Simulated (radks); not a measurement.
Values are calculated unless marked as measured or tabulated.
Species: neutral niobium. Configuration: [Kr] 4d2.5 5s1.5 5p1 (fractional occupations, a model configuration).

Code: a radial shooting solver on a logarithmic mesh with Libxc functionals. Model: scalar-relativistic Kohn-Sham, SCAN, spin-polarised, spherical densities, finite nucleus; open shells are filled with parallel spins first (spin-orbit coupling, left out, can overturn this in heavy ions); meta-GGA in the generalised Kohn-Sham scheme; Fermi nuclear charge, rms radius 4.324 fm.

Energy parts (hartree):
total: -3820.39570
kinetic: 3933.70738
electron-nucleus: -9196.05481
Hartree: 1561.23276
exchange-correlation: -119.28104

Orbitals (lengths in bohr, moments of r in powers of bohr):
| orbital | occ. | eigenvalue (hartree) | <r> | <1/r> |
|---|---|---|---|---|
| 1s up | 1 | -692.9352 | 0.03610 | 42.39 |
| 1s down | 1 | -692.9345 | 0.03610 | 42.39 |
| 2s up | 1 | -97.58129 | 0.1579 | 9.542 |
| 2s down | 1 | -97.56992 | 0.1579 | 9.543 |
| 2p up | 3 | -87.03960 | 0.1377 | 9.271 |
| 2p down | 3 | -87.03060 | 0.1377 | 9.272 |
| 3s up | 1 | -16.64791 | 0.4420 | 3.263 |
| 3s down | 1 | -16.64237 | 0.4421 | 3.262 |
| 3p up | 3 | -13.16657 | 0.4451 | 3.095 |
| 3p down | 3 | -13.15964 | 0.4451 | 3.095 |
| 3d up | 5 | -7.50935 | 0.4330 | 2.854 |
| 3d down | 5 | -7.49752 | 0.4329 | 2.854 |
| 4s up | 1 | -2.43063 | 1.158 | 1.168 |
| 4s down | 1 | -2.36311 | 1.151 | 1.177 |
| 4p up | 3 | -1.52009 | 1.294 | 1.033 |
| 4p down | 3 | -1.44202 | 1.280 | 1.045 |
| 4d up | 2.5 | -0.28154 | 1.937 | 0.6936 |
| 5s up | 1 | -0.24341 | 3.315 | 0.3891 |
| 5s down | 0.5 | -0.16761 | 3.665 | 0.3452 |
| 5p up | 1 | -0.09733 | 4.402 | 0.2898 |

The highest occupied level is 5p up at -2.649 eV. The spin density at the nucleus is 6.183 e/bohr^3 (1s 0.010, 2s -0.487, 3s 0.563, 4s -2.133, 5s 8.229). The electron density at the nucleus is 8.402e+04 e/bohr^3 (large components only).

Empty levels of this run are not shown, since the potential may be unsettled where no density lies.
